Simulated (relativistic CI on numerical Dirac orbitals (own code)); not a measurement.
**One change at a time: Ca XII**

Base calculation: Dirac-Coulomb-Breit CI, KLI orbitals optimised for each configuration, model QED, unscaled Slater integrals.

Configurations in the expansion (outside the closed core 1s2): 2s2 2p5, 2s 2p6, 2s2 2p4 3s, 2p6 3s, 2s2 2p4 3p, 2p6 3p, 2s2 2p4 3d, 2p6 3d, 2s 2p5 3s, 2s 2p5 3p, 2s 2p5 3d, 2s2 2p4 4s, 2s2 2p4 4p, 2s2 2p4 4d, 2s2 2p4 4f, 2s2 2p3 3s2. Levels of other configurations are missing.

Variants: (1) valence Slater integrals scaled by 0.9; (2) Breit term removed. Shifts of the energy above 2s2 2p5 2P°_3/2, in eV, for the lowest level and the first level of each name with at least 55 % of one term (blank where a level changes its place among those of its configuration and J or its character, or is not in the variant):

```csv
Level,Base,Δ(1),Δ(2)
2s2 2p5 2P°_3/2,0.000,0.000,0.000
2s2 2p5 2P°_1/2,3.717,0.000,+0.132
2s 2p6 2S_1/2,89.463,+0.143,-0.010
2s2 2p4 3s 4P_5/2,378.655,+0.600,+0.234
2s2 2p4 3s 4P_3/2,380.538,+0.517,+0.240
2s2 2p4 3s 4P_1/2,381.985,+0.583,+0.270
2s2 2p4 3s 2P_3/2,383.240,+0.333,+0.253
2s2 2p4 3s 2P_1/2,385.371,+0.226,+0.268
2s2 2p4 3s 2D_5/2,390.940,-0.398,+0.326
2s2 2p4 3s 2D_3/2,391.046,-0.393,+0.325
2s2 2p4 3p 4P°_5/2,398.344,+0.870,+0.239
2s2 2p4 3p 4P°_3/2,398.617,+0.821,+0.199
2s2 2p4 3p 4P°_1/2,399.862,+0.844,+0.219
2s2 2p4 3p 4D°_7/2,400.900,+0.557,+0.246
2s2 2p4 3s 2S_1/2,401.518,-0.975,+0.231
2s2 2p4 3p 4D°_3/2,403.091,+0.560,+0.250
2s2 2p4 3p 2P°_1/2,403.226,+0.455,+0.220
2s2 2p4 3p 4D°_1/2,403.541,+0.535,+0.245
2s2 2p4 3p 2P°_3/2,404.538,+0.419,+0.289
2s2 2p4 3p 4S°_3/2,405.728,+0.280,+0.244
2s2 2p4 3p 2D°_3/2,406.233,+0.350,+0.286
2s2 2p4 3p 2S°_1/2,406.290,+0.278,+0.277
```

At this charge energies of transitions that change n are usually good to better than 1 %, and those within a shell (Δn = 0) to a few per cent.

Ionisation energy from the two ground configurations alone: base 656.351 eV; valence Slater integrals scaled by 0.9 656.786 eV; Breit term removed 656.631 eV. The NIST ASD value (semi-empirical) is 658.2 eV.

LS names give the leading component of a level, which can be under half, so a name can repeat, a term be missing and a line seem to break the LS rules.
